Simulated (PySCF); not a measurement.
## Successive ionisation energies of technetium

Calculated with PySCF 2.14, two-component X2C-1e (Gaussian nucleus, no Breit or QED terms), each ion in its own even-tempered basis; GMP2 freezes the deep shells of the larger ions and drops the highest virtual spinors; eV.

| ion | configuration | GHF (spin-free) | GHF (screened spin-orbit) | GMP2 (screened spin-orbit) | NIST | kind |
| --- | --- | --- | --- | --- | --- | --- |
| Tc(36+) | [He] 2s2 2p3 | 5122.6 | 5060.3 | 5059.6 | 5060 ± 40 | semi-empirical |
| Tc(37+) | [He] 2s2 2p2 | 5303.3 | 5372.4 | 5374.8 | 5361 ± 6 | semi-empirical |
| Tc(38+) | [He] 2s2 2p1 | 5486.7 | 5579.6 | 5578.2 | 5570 ± 4 | semi-empirical |
| Tc(39+) | [He] 2s2 | 5835.3 | 5835.3 | 5841.3 | 5838 ± 6 | semi-empirical |
| Tc(40+) | [He] 2s1 | 6012.2 | 6012.2 | 6012.4 | 6008.4 | theoretical |
| Tc(41+) | 1s2 | 25037.4 | 25037.4 | 25038.8 | 25004.5 | theoretical |
| Tc(42+) | 1s1 | 25807.8 | 25807.8 | 25807.8 | 25787.0 | theoretical |

Where is the largest relative jump?

From Tc(40+) to Tc(41+): 6012.4 to 25038.8 eV, where the electron removed from 1s2 comes from a deeper shell or subshell.
